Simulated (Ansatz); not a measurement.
Energy needed to pull apart C2H4BN, closed shell, into free ground-state atoms, from the structure below (at a frame of a short PBE0-D4/def2-SVP trajectory); no zero-point or spin–orbit terms; open-shell atoms are treated unrestricted, in their ground-state multiplicity.

```csv
atom,x (Å),y (Å),z (Å)
B1,2.7200,-0.2006,0.1540
C2,1.3374,-0.5555,-0.4616
N3,0.1640,0.1371,-0.6309
C4,-0.8887,-0.0493,0.3384
H5,0.0099,0.7253,-1.4389
H6,-0.8158,0.7811,1.1274
H7,-0.8100,-1.0620,0.8034
H8,-1.9331,0.1567,-0.0282
```

Computed with Ansatz 0.2.0 (basis: def2-TZVPP); correlated methods freeze the cores.

```
   method  atomization energy (kcal/mol)
   PBE-D4                              ?
r2SCAN-D4                          675.9
  PBE0-D4                          678.8
  wB97M-V                              ?
       HF                          442.0
      MP2                          656.2
     CCSD                          633.6
  CCSD(T)                          651.4
```

(1) What does wB97M-V give? (An estimate is asked for; the value comes from the calculation.)

(2) What does PBE-D4 give? (Judge from chemistry; the value comes from the calculation.)

The T1 diagnostic stays at or below 0.042. The T1 diagnostic is large here, which may signal multireference character or strong orbital relaxation, so CCSD(T) is less sure. The restricted Hartree–Fock reference is unstable towards an unrestricted one here.

## Answers

(1) By the calculation: 673.5 kcal/mol, which is about 22.1 kcal/mol more than CCSD(T)/def2-TZVPP.

(2) By the calculation: 706.5 kcal/mol, which is about 55.1 kcal/mol more than CCSD(T)/def2-TZVPP.

In triple zeta the MP2 and coupled-cluster atomization energies are still short of their basis limit by a few kcal/mol a bond, whereas those of the functionals are nearly converged, so these differences are not deviations from converged CCSD(T).

For scale, one of the runs: CCSD(T)/def2-TZVPP forces, 180 basis functions, launched by `ansatz run in.yaml --threads 2 --pin off --events-out ev --progress --plain --max-ram 3481MiB`. Time: 2.5 min of wall clock on 2 CPU threads of an AMD EPYC 9R45; the host was shared. Peak host memory: 1.9 GiB.
